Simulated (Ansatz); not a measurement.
The cluster Ti₃⁻, relaxed as a quartet with UKS r2SCAN-D4/def2-TZVPD in Ansatz, starting from the r2SCAN-D4/def2-TZVPD geometry of the charge -1 doublet. Force threshold 0.02 eV/Å.

The charge -1 quartet is spin-contaminated (final ⟨S²⟩ up to 5.42, 3.75 for a pure state). The highest occupied level of the charge -1 quartet lies above zero (up to 0.34 eV). It is a level of β spin, whose loss leaves a quintet; that state wasn't run at this geometry and level. The electron is either unbound and held by the finite basis, or the level is raised by self-interaction error. The relaxation made no stability test and no search for a lower SCF solution. The order of the spin states hangs on the level: the doublet lies 0.20 eV below the quartet at PBE0-D4/def2-TZVPD, but 0.18 eV above it at r2SCAN-D4/def2-TZVPD. The quartet is doubtful at PBE0-D4/def2-TZVPD (⟨S²⟩ 5.34, where a pure state has 3.75). The doublet is doubtful at PBE0-D4/def2-TZVPD (⟨S²⟩ 3.81, where a pure state has 0.75). The quartet is doubtful at r2SCAN-D4/def2-TZVPD (⟨S²⟩ 5.42, where a pure state has 3.75). The doublet is doubtful at r2SCAN-D4/def2-TZVPD (⟨S²⟩ 3.74, where a pure state has 0.75). The structure comes from a short search, and lower isomers may exist.

Start:

```xyz
3

Ti    0.709    0.243    1.180
Ti    0.609    0.447   -1.176
Ti   -1.318   -0.690   -0.004
```

(1) Estimate the energy that the relaxation releases and the steps that it takes.

(2) Does the start keep its bonding and symmetry?

(3) Predict the relaxed structure.

Results:

(1) 0.19 eV, in 4 steps; 50 s on 4 threads of AMD EPYC 7B13 on a shared host. No frequencies were taken in this run, so the end may be a saddle point.

(2) By distances, no bond broke or formed. The bond that changes most is Ti1–Ti3, from 2.53 to 2.32 Å (atoms count from 1). Point group C2v at the start, D3h at the end, both within 0.05 Å.

(3) 
```xyz
3

Ti    0.6433    0.2104    1.1575
Ti    0.5447    0.4115   -1.1541
Ti   -1.1880   -0.6219   -0.0034
```
Bond lengths (bridged metal pairs left out): 3 × Ti–Ti 2.32 Å.
